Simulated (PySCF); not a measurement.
This singlet lies 0.28 eV above the relaxed triplet at the level B3LYP-D3(BJ)/def2-TZVP // PBE-D3(BJ)/def2-SVP (PySCF); other levels give the other order.

# [Ni(H2O)(NH3)5]2+ (charge 2, multiplicity 1)

Computed with PBE-D3(BJ)/def2-TZVP // PBE-D3(BJ)/def2-SVP run with PySCF.

| Item | Value |
|---|---|
| HOMO | -12.86 eV |
| HOMO–LUMO gap | 1.86 eV |
| LUMO | -10.99 eV |
| charge on the central atom (Mulliken) | 0.23 e |
| charge on the central atom (meta-Löwdin) | 0.67 e |
| total energy | -50794.83 eV |
| cost | very roughly 14 core-minutes |

```xyz
24

Ni    -0.1178    -0.0001    -0.0325
O     -3.0629     1.8185    -1.6888
H     -3.8748     1.5264    -2.1537
H     -3.1162     2.7968    -1.7089
N      3.0774    -1.7586     1.7836
H      2.9711    -1.9800     2.7877
H      3.9816    -1.2599     1.7415
H      3.2675    -2.6782     1.3520
N     -0.5810     0.3898    -1.8762
H     -1.4545     0.9635    -1.9784
H     -0.7489    -0.4747    -2.4212
H      0.1505     0.9029    -2.3960
N      1.7079    -0.3775    -0.5565
H      2.2320    -0.8730     0.2102
H      2.2483     0.4812    -0.7621
H      1.7964    -0.9732    -1.3968
N     -1.9422     0.3646     0.5176
H     -2.4887    -0.5067     0.6392
H     -2.4820     0.9443    -0.1718
H     -2.0186     0.8633     1.4198
N      0.3674    -0.4034     1.7980
H      1.2994    -0.8944     1.8541
H     -0.3074    -1.0108     2.2925
H      0.4592     0.4474     2.3805
```
Charge +2, spin multiplicity 1.
